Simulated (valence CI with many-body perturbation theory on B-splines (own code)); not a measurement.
## Ge⁹⁺: M1 decay

Level of theory: valence CI with perturbative core correlation (CI+MBPT): five valence electrons over a frozen Dirac-Fock core [Ar], a basis of 7 s, 7 p, 8 d, 6 f, 4 g, 1 h functions for each j, with the one-electron correlation potential Σ1 (screened to all orders), the two-electron term Σ2, the three-electron term Σ3, Breit, model QED; selected single and double excitations, second order for the rest, scaled by the run's own slope (own B-spline code, finite nucleus).

No measured spectrum was set against this ion. As an estimate, terms of the open shell hold to 2 to 4 % of their energy, and close levels can change places. Among the levels kept, up to 1300 cm⁻¹ of a level comes from second order outside the variational space, and about a tenth of that is noise between levels of different J, which matters for small intervals. Excitations out of the core, of the other parity, are not computed and may begin above about 63.8 eV (a cautious bound); beyond it only levels of the ground parity were kept, without lifetimes.

Lines 1 to 50 of 120 in falling wavelength, among levels below 514680 cm⁻¹, chosen from the decays that carry over 1 % of a level's rate. Wavelengths and rates use the calculated energies, so an error of 2000 cm⁻¹ moves a line at 3867 nm by 77 % and its rate by three times that or more. S is in atomic units (e²a₀⁴ for E2 and M2, e²a₀⁶ for E3), for M1 in squared Bohr magnetons. Weak lines are less certain than strong ones. Lines between different terms over intervals too small for the method are left out, as are lines whose strength nearly cancels. Intervals below about 2000 cm⁻¹, as at the head of this list, are uncertain by tens of per cent.

Names give the largest LS component (configuration and term), which can be under half, so a name can repeat, a term be missing and a line seem to break the LS rules; names also repeat where a configuration has a term twice. Letters in brackets count levels of one name in rising energy.

| λ vac (nm) | Upper | Lower | Type | A (s⁻¹) | S (a.u.) |
| --- | --- | --- | --- | --- | --- |
| 97580 | 3d5 4G_9/2 | 3d5 4G_7/2 | M1 | 4.92e-05 | 1.69e+01 |
| 33530 | 3d5 4G_7/2 | 3d5 4G_5/2 | M1 | 1.13e-03 | 1.26e+01 |
| 32630 | 3d5 4G_9/2 | 3d5 4G_11/2 | M1 | 1.01e-03 | 1.30e+01 |
| 15780 | 3d5 2I_13/2 | 3d5 2I_11/2 | M1 | 3.04e-03 | 6.19e+00 |
| 9601 | 3d5 4P_1/2 | 3d5 4P_3/2 | M1 | 5.40e-02 | 3.55e+00 |
| 5264 | 3d5 4F_3/2 | 3d5 4F_5/2 | M1 | 2.90e-01 | 6.28e+00 |
| 5053 | 3d5 4D_5/2 | 3d5 4D_7/2 | M1 | 1.85e-01 | 5.31e+00 |
| 3867 | 3d5 4F_5/2 | 3d5 2F_7/2 [a] | M1 | 3.38e-01 | 4.35e+00 |
| 3805 | 3d5 2G_9/2 [a] | 3d5 2G_7/2 [a] | M1 | 1.45e-01 | 2.96e+00 |
| 3096 | 3d5 2G_9/2 [a] | 3d5 2H_11/2 | M1 | 1.50e-01 | 1.65e+00 |
| 2943 | 3d5 2G_7/2 [a] | 3d5 2H_9/2 | M1 | 1.65e-01 | 1.25e+00 |
| 2574 | 3d5 2F_5/2 [a] | 3d5 4F_7/2 | M1 | 7.02e-01 | 2.66e+00 |
| 1930 | 3d5 2F_7/2 [a] | 3d5 2D_5/2 [a] | M1 | 2.24e-01 | 4.78e-01 |
| 1911 | 3d5 4F_5/2 | 3d5 2D_3/2 [a] | M1 | 1.20e+00 | 1.86e+00 |
| 1800 | 3d5 2H_9/2 | 3d5 4F_9/2 | M1 | 9.70e-01 | 2.10e+00 |
| 1659 | 3d5 2G_9/2 [a] | 3d5 2H_9/2 | M1 | 1.81e+00 | 3.07e+00 |
| 1612 | 3d5 4D_1/2 | 3d5 4P_1/2 | M1 | 2.94e+00 | 9.13e-01 |
| 1468 | 3d5 4D_7/2 | 3d5 4P_5/2 | M1 | 1.69e+00 | 1.58e+00 |
| 1402 | 3d5 4F_3/2 | 3d5 2D_3/2 [a] | M1 | 9.19e-01 | 3.76e-01 |
| 1398 | 3d5 2F_5/2 [a] | 3d5 2F_7/2 [a] | M1 | 5.50e-01 | 3.34e-01 |
| 1380 | 3d5 4D_1/2 | 3d5 4P_3/2 | M1 | 1.67e+00 | 3.26e-01 |
| 1373 | 3d5 2G_7/2 [a] | 3d5 4F_7/2 | M1 | 1.15e-01 | 8.82e-02 |
| 1287 | 3d5 4F_5/2 | 3d5 2D_5/2 [a] | M1 | 2.50e-01 | 1.19e-01 |
| 1271 | 3d5 4D_5/2 | 3d5 4P_3/2 | M1 | 3.14e-01 | 1.43e-01 |
| 1262 | 3d5 4D_3/2 | 3d5 4P_3/2 | M1 | 2.38e+00 | 7.10e-01 |
| 1256 | 3d5 2G_7/2 [a] | 3d5 4F_5/2 | M1 | 6.72e-01 | 3.94e-01 |
| 1184 | 3d5 4F_7/2 | 3d5 2D_5/2 [a] | M1 | 2.28e+00 | 1.12e+00 |
| 1138 | 3d5 4D_5/2 | 3d5 4P_5/2 | M1 | 1.36e+00 | 4.46e-01 |
| 1130 | 3d5 4D_3/2 | 3d5 4P_5/2 | M1 | 1.01e+00 | 2.16e-01 |
| 1117 | 3d5 2G_7/2 [a] | 3d5 4F_9/2 | M1 | 3.62e-01 | 1.50e-01 |
| 1021 | 3d5 2F_5/2 [a] | 3d5 2D_3/2 [a] | M1 | 8.96e-01 | 2.12e-01 |
| 1009 | 3d5 2G_9/2 [a] | 3d5 4F_7/2 | M1 | 9.25e-01 | 3.52e-01 |
| 947.8 | 3d5 2G_7/2 [a] | 3d5 2F_7/2 [a] | M1 | 2.09e+00 | 5.28e-01 |
| 863.5 | 3d5 2G_9/2 [a] | 3d5 4F_9/2 | M1 | 1.25e+00 | 2.98e-01 |
| 822.8 | 3d5 4D_7/2 | 3d5 4G_9/2 | M1 | 2.27e-01 | 3.75e-02 |
| 815.9 | 3d5 4D_7/2 | 3d5 4G_7/2 | M1 | 2.82e-01 | 4.55e-02 |
| 810.8 | 3d5 2F_5/2 [a] | 3d5 2D_5/2 [a] | M1 | 1.26e+01 | 1.49e+00 |
| 774.1 | 3d5 2F_5/2 [b] | 3d5 4F_3/2 | M1 | 2.97e+00 | 3.07e-01 |
| 707.4 | 3d5 2F_5/2 [b] | 3d5 4F_7/2 | M1 | 2.37e+00 | 1.87e-01 |
| 674.9 | 3d5 2F_5/2 [b] | 3d5 4F_5/2 | M1 | 6.60e-01 | 4.51e-02 |
| 635.6 | 3d5 2G_7/2 [a] | 3d5 2D_5/2 [a] | M1 | 1.18e-01 | 8.99e-03 |
| 605.2 | 3d5 2F_7/2 [b] | 3d5 4F_9/2 | M1 | 4.76e+00 | 3.13e-01 |
| 604.6 | 3d5 2D_5/2 [a] | 3d5 4D_5/2 | M1 | 5.81e-01 | 2.86e-02 |
| 574.6 | 3d5 2F_5/2 [b] | 3d5 2F_7/2 [a] | M1 | 4.12e-01 | 1.74e-02 |
| 571.0 | 3d5 2H_9/2 | 3d5 2I_11/2 | M1 | 2.41e+00 | 1.66e-01 |
| 508.2 | 3d5 2H_11/2 | 3d5 2I_13/2 | M1 | 5.12e+00 | 2.99e-01 |
| 498.7 | 3d5 2F_5/2 [b] | 3d5 2D_3/2 [a] | M1 | 1.92e+00 | 5.30e-02 |
| 492.4 | 3d5 2H_11/2 | 3d5 2I_11/2 | M1 | 1.04e+01 | 5.50e-01 |
| 460.4 | 3d5 2F_7/2 [a] | 3d5 4D_5/2 | M1 | 1.56e+00 | 4.52e-02 |
| 424.8 | 3d5 2G_9/2 [a] | 3d5 2I_11/2 | M1 | 2.81e+00 | 7.99e-02 |
